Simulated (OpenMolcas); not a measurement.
**An input for triplet BGeH5**

BGeH5 has 7 atoms, charge 0, and is taken as a triplet. SMILES of the parent species: `[BH2][GeH3]`. The shape is that of a PBE0-D4/def2-TZVP optimisation. That shape belongs to the parent species and isn't relaxed for this state.

```xyz
7

B     0.0075   -1.2198    0.2681
Ge    0.0489    0.7861   -0.1834
H    -1.0444   -1.7846    0.3128
H     0.9977   -1.8493    0.4886
H    -0.6011    1.0197   -1.5622
H    -0.7998    1.5662    0.8407
H     1.4525    1.4137   -0.2103
```

Settings wanted:

```
method                    : DFT
reference                 : UKS
relativity                : none
integral approximation    : none
basis set                 : aug-cc-pVDZ
task                      : energy
functional                : M06-L
nucleus                   : point
integration grid          : UltraFine
SCF convergence threshold : 1e-10
```

Q: Write the OpenMolcas 26.06 input and the command.

A: This one ran through:

input.xyz:
```
7

B      0.007500    -1.219800     0.268100
Ge     0.048900     0.786100    -0.183400
H     -1.044400    -1.784600     0.312800
H      0.997700    -1.849300     0.488600
H     -0.601100     1.019700    -1.562200
H     -0.799800     1.566200     0.840700
H      1.452500     1.413700    -0.210300
```

mol.input:
```
* BGeH5 Kohn-Sham DFT
>>> EXPORT MOLCAS_PRINT=2

&GATEWAY
  BASLIB
  $CurrDir
  COORD
  input.xyz
  BASIS
  aug-cc-pVDZ
  GROUP
  NoSym

&SEWARD
  GRIDINPUT
  Grid=UltraFine
  End of Grid

&SCF
  UHF
  SPIN
  3
  KSDFT
  M06L
  THRESHOLDS
  1e-10 1e-07 1e-07 1e-05
  PRORBITALS
  1 1
```

```bash
$ export MOLCAS_MEM=1860
$ pymolcas mol.input > mol.log
```

(Basis files named in the input come from the Basis Set Exchange and aren't shown.)

Calculated total energy: -2104.58923 Eh.
